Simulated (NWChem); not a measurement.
Molecule: KF; SMILES [F][K]

Computed with NWChem. Pople sets run with spherical d functions. Each level has its own optimisation; frequencies are unscaled.

| level | r F–K (Å) | highest harmonic frequency (cm⁻¹) | zero-point energy (kcal/mol) | dipole (D) |
|---|---|---|---|---|
| Hartree-Fock/STO-3G | 2.287 | 511 | 0.7 | 6.47 |
| BLYP/def2-SVP | 2.158 | ? | 0.7 | ? |
| PBE/def2-SVP | 2.148 | 477 | 0.7 | 7.22 |
| LDA (Slater exchange, VWN5)/def2-SVP | 2.104 | 515 | 0.7 | 7.08 |
| B3LYP/6-31G* | 2.176 | 451 | 0.6 | 7.60 |

### Question
Some entries are withheld; supply them.

### Answer

- BLYP/def2-SVP, highest harmonic frequency (cm⁻¹): 472
- BLYP/def2-SVP, dipole (D): 7.17
